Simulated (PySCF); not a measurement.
Be+: ionisation energy

Be+ [He] 2s1 (2S) → Be(2+) 1s2 (1S), as a difference of total energies. Computed with PySCF 2.14 in aug-cc-pVDZ-DK, with scalar relativity by spin-free X2C-1e. The calculations carry no spin-orbit coupling.

```
method  ionisation energy (eV)
   UHF                  18.094
  TPSS                  18.343
  PBE0                  18.404
```

For comparison: 18.211 eV (measured; NIST Atomic Spectra Database, ionization energies).
